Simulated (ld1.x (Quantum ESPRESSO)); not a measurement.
## Before and after: TM potential for Re

```
Element                 : rhenium
Generator               : ld1.x (Quantum ESPRESSO) 7.5
Type                    : norm-conserving Troullier–Martins (Kleinman–Bylander form)
Functional              : LDA (PZ)
Relativity              : fully relativistic
Frozen core             : [Xe] 4f14
Valence charge          : 7
Reference configuration : 5d5 6s2 6p0
Partial waves           : 6s (bound): rc 2.40 bohr; 5d (bound): rc 2.05 bohr; 6p (bound, empty): rc 4.00 bohr
Local potential         : the p channel
Core correction         : none
```

Open shells are filled in proportion to 2j + 1 (rel_dist='average').

Change: all radii scaled by about 1.03 (s 2.48, p 4.14, d 2.12 bohr).

Cutoffs: the cutoffs (Ry, on a coarse ladder) from which the occupation-weighted sum of valence levels, in a spherical-Bessel basis at the reference potential, stays within 10 and 1 mRy of its value at 400 Ry; they do not see the model core or the augmentation charge, which bear on the density cutoff. Errors are all-electron minus pseudo energies relative to the spin-unpolarised reference configuration.

How do hardness, ghosts and transferability respond?

The potential gets neither clearly harder nor softer (35 Ry and 40 Ry → 35 Ry and 40 Ry); of the 7 tests that both files solve, the error grows in 1 and shrinks in 3 by more than 15 % and 0.3 meV (median size 13.0 → 11.1 meV); neither file shows a bound ghost.

| quantity | base | changed |
| --- | --- | --- |
| cutoff, loose | 35 Ry | 35 Ry |
| cutoff, tight | 40 Ry | 40 Ry |
| bound ghosts | none | none |
| error for 5d5 6s1 6p0, meV [ΔE 9.52 eV] | +3.5 | +4.2 |
| error for 5d5 6s0 6p0, meV [ΔE 26.20 eV] | +6.9 | +5.6 |
| error for 5d4 6s0 6p0, meV [ΔE 53.64 eV] | -95 | -101 |
| error for 5d5 6s0 6p1, meV [ΔE 15.36 eV] | -13 | -5.1 |
| error for 5d4 6s2 6p1, meV [ΔE 5.07 eV] | -78 | -66 |
| error for 5d5.5 6s1.5 6p0, meV [ΔE 0.39 eV] | -12 | -11 |
| error for 5d6 6s0 6p0, meV [ΔE 9.72 eV] | -52 | -52 |
